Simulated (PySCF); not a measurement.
Simulation results for Cl2FSi, CH6BOSi, FH3NOSi, ClH3NSi2

Computed with PySCF 2.14.0. Calculation on a computer-drawn molecule: optimised geometry and harmonic frequencies of an isolated molecule of the commonest isotopes, restricted reference for singlets and unrestricted otherwise, frozen core in MP2.

Common to all runs: method HF.

(1) Cl2FSi

Start structure:
```xyz
4
Cl2FSi
F     -3.3712    -2.7253     0.3038
Si    -2.3008    -1.5927     0.1260
Cl    -2.9433    -0.0112    -0.8453
Cl    -0.7056    -2.0654     1.1166
```

It was run with charge 1, multiplicity 1 and basis cc-pV(D+d)Z.

It finds rotational constants 5.495, 2.466, 1.702 GHz; total energy -1307.2165 hartree; convergence status largest gradient component 2.236e-06 hartree/bohr.

Drawn bonds:
```tsv
atom	other atom	order
1	2	1
2	3	1
2	4	1
```

Optimised structure:
```xyz
4
Cl2FSi
F     -3.4385    -2.7584     0.2696
Si    -2.3723    -1.6426     0.1788
Cl    -2.8322    -0.0429    -0.8010
Cl    -0.6780    -1.9507     1.0536
```

Modes:
```tsv
frequency (cm⁻¹)	reduced mass (dalton)
202.3	30.02
274.8	22.7
299.2	26.77
553.5	29.75
826.6	29.85
1075	22.5
```

(2) CH6BOSi

Start structure:
```xyz
10
CH6BOSi
C     -1.0882     0.1553     1.7393
Si    -0.6071     1.1734     0.1389
B     -0.6459     0.3853    -1.5948
O     -1.1458    -0.8689    -1.9736
H     -0.2931     0.0624     2.3952
H     -1.8952     0.6346     2.2182
H     -1.5120    -0.9020     1.4409
H     -0.0657     2.3896     0.6040
H     -0.3842     0.9886    -2.6069
H     -1.4642    -1.3309    -1.1870
```

It was run with charge 0, multiplicity 2 and basis cc-pV(D+d)Z.

Results for CH6BOSi: rotational constants 10.84, 3.2, 2.538 GHz; total energy -429.8582 hartree; spin squared 0.7647; convergence status largest gradient component 2.387e-05 hartree/bohr.

Drawn bonds:
```tsv
atom	other atom	order
1	2	1
2	3	1
3	4	1
1	5	1
1	6	1
1	7	1
2	8	1
3	9	1
4	10	1
```

Optimised structure:
```xyz
10
CH6BOSi
C     -1.1762     0.1531     1.7081
Si    -1.0035     1.2584     0.1769
B     -0.6690     0.3784    -1.6204
O     -0.9600    -0.9097    -1.9127
H     -0.2118    -0.2747     1.9989
H     -1.5560     0.7266     2.5571
H     -1.8729    -0.6708     1.5286
H     -0.1157     2.4132     0.4635
H     -0.2425     1.0343    -2.5335
H     -1.2938    -1.4214    -1.1922
```

Modes:
```tsv
frequency (cm⁻¹)	reduced mass (dalton)
102.9	2.083
126.2	1.597
148.4	1.546
334.2	2.477
448.1	1.337
569.3	3.16
618.7	1.498
694.9	1.641
761.9	2.048
811.6	1.266
891.3	1.254
956.7	1.261
1073	1.125
1245	1.356
1368	4.052
1388	1.347
1552	1.052
1557	1.052
2290	1.042
2688	1.093
3162	1.035
3238	1.102
3252	1.101
4165	1.067
```

(3) FH3NOSi

Start structure:
```xyz
7
FH3NOSi
N     -1.4966    -1.9880     2.7033
Si    -0.1635    -2.0901     1.5966
O     -0.1529    -1.0505     0.4727
F     -0.2508    -3.6944     1.0293
H     -1.4215    -2.5553     3.5674
H     -1.6556    -1.0290     2.9845
H      1.0731    -2.2663     2.4299
```

It was run with charge -1, multiplicity 1 and basis aug-cc-pV(D+d)Z.

The calculation gives: rotational constants 7.045, 6.808, 3.884 GHz; total energy -519.6252 hartree; convergence status largest gradient component 8.398e-06 hartree/bohr.

Drawn bonds:
```tsv
atom	other atom	order
1	2	1
2	3	1
2	4	1
1	5	1
1	6	1
2	7	1
```

Optimised structure:
```xyz
7
FH3NOSi
N     -1.4680    -2.0045     2.7323
Si    -0.1372    -2.1180     1.5836
O     -0.1200    -1.0095     0.5149
F     -0.3095    -3.6680     1.0558
H     -1.3919    -2.5119     3.5923
H     -1.7679    -1.0677     2.9177
H      1.1267    -2.2941     2.3871
```

Modes:
```tsv
frequency (cm⁻¹)	reduced mass (dalton)
157.7	1.303
315.2	4.417
347.7	2.939
404.9	2.212
501.9	2.291
743.6	8.52
778.3	4.141
858.5	1.299
938.5	1.152
981.4	1.237
1193	10.45
1680	1.111
2117	1.037
3749	1.05
3844	1.093
```

(4) ClH3NSi2

Start structure:
```xyz
7
ClH3NSi2
Si     1.4856     0.8546     1.3884
N     -0.1399     0.9171     1.1632
Si    -1.5685     0.2227     1.2624
Cl    -1.7809    -1.9634     1.4338
H      2.3859    -0.2534     1.7398
H      2.2051     2.1263     1.3227
H     -2.6248     0.6275     0.3725
```

Here we set charge 0, multiplicity 2 and basis cc-pV(D+d)Z.

Results for ClH3NSi2: rotational constants 8.091, 1.67, 1.394 GHz; total energy -1093.5897 hartree; spin squared 0.7759; convergence status largest gradient component 1.996e-05 hartree/bohr.

Drawn bonds:
```tsv
atom	other atom	order
1	2	1
2	3	2
3	4	1
1	5	1
1	6	1
3	7	1
```

Optimised structure:
```xyz
7
ClH3NSi2
Si     1.4169     0.8823     1.4024
N     -0.1449     0.9341     1.2745
Si    -1.6592     0.2318     1.3935
Cl    -1.5949    -1.8721     1.4238
H      2.2257    -0.3207     1.6575
H      2.2430     2.0911     1.2829
H     -2.5241     0.5849     0.2482
```

Modes:
```tsv
frequency (cm⁻¹)	reduced mass (dalton)
55.32	6.339
129.4	1.605
227.5	1.919
283.9	6.409
502	20.42
663	4.494
719.9	1.271
739.5	1.171
758.6	1.354
862.7	1.128
1082	1.069
1378	13.18
2298	1.043
2365	1.042
2382	1.043
```
